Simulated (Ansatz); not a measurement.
Species: SeBr₂, charge 0, multiplicity 1. 
Coordinates optimised at B3LYP-D3(BJ)/def2-TZVP (Ansatz, a quantum-chemistry and plane-wave program):
SMILES: Br[Se]Br
```xyz
3

Se     0.0255    -0.0112     0.9792
Br     0.8055    -1.6280    -0.5156
Br    -0.8303     1.6388    -0.4356
```

Basis-set convergence of Hartree-Fock and CCSD correlation energies (hartree) with Ansatz. Correlated levels leave the core frozen unless marked. No spin-orbit coupling. Frozen are the shells of the preceding noble gas and the d and f shells that filled before the atom's block. No relativistic terms.

| basis | functions | E(HF) | E(corr, CCSD) |
|---|---|---|---|
| cc-pVDZ | 81 | -7544.59001 | -0.37011 |
| cc-pVTZ | 129 | -7544.82781 | -0.50657 |
| cc-pVQZ | 204 | -7544.83751 | -0.55402 |

Extrapolating the two largest sets (X = 3 and 4) as X^-3: E(corr) = (64·(-0.55402) - 27·(-0.50657))/37 = -0.5886 Eh, an estimate of the basis-set limit. The largest set recovers 94.1 % of it, the smallest 62.9 %.
